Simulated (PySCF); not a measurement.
Os: excitation energy

Os [Xe] 4f14 5d6 6s2 (5D) → Os [Xe] 4f14 5d8 (3F), as a difference of total energies. Calculation: PySCF 2.14, in aug-cc-pwCVTZ-PP with ECP60MDF (8s8p7d4f3g, 122 functions); a scalar-relativistic core potential. Correlated levels: valence: 5s2 5p6 frozen; valence and next inner shell: nothing frozen outside the core potential. The calculations carry no spin-orbit coupling.

| method | excitation energy (eV) |
| --- | --- |
| UHF | 4.067 |
| LDA | 3.020 |
| PBE | 2.882 |
| PBE0 | 2.981 |
| r2SCAN | 3.461 |
| B3LYP | 2.921 |
| PW91 | 2.870 |
| BHandHLYP | 3.089 |
| MP2 (valence) | 3.061 |
| SCS-MP2 (valence) | 2.710 |
| MP2 (valence and next inner shell) | 3.398 |
| SCS-MP2 (valence and next inner shell) | 3.212 |

How much does correlation contribute at MP2 (valence and next inner shell)?

3.398 − (4.067) = -0.669 eV, measured against UHF.
